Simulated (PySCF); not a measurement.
Mg(F)(OH), SMILES [OH][Mg][F] (HFMgO), B3LYP/def2-SVP optimised geometry.

```
4

Mg     0.47     0.00     0.00
F      2.23     0.00     0.00
O     -1.28     0.00    -0.01
H     -2.23     0.00    -0.02
```

Density from PySCF with B3LYP/def2-TZVP at that geometry.

Minimum of the electron density along straight lines between bonded atoms, close to the bond critical point (lines longer than 1.1 times the sum of covalent radii, or with two minima, are not listed):

```csv
bond,length / Å,ρ at the minimum / e bohr⁻³,∇²ρ there / e bohr⁻⁵,position (fraction from the first atom)
Mg1–F2,1.760,0.080,0.73,0.45
Mg1–O3,1.753,0.081,0.75,0.45
O3–H4,0.953,(withheld),(withheld),0.81
```

Problem. What belongs in the gaps?

Solution. 
- O3–H4, ρ at the minimum / e bohr⁻³: 0.361
- O3–H4, ∇²ρ there / e bohr⁻⁵: -2.47
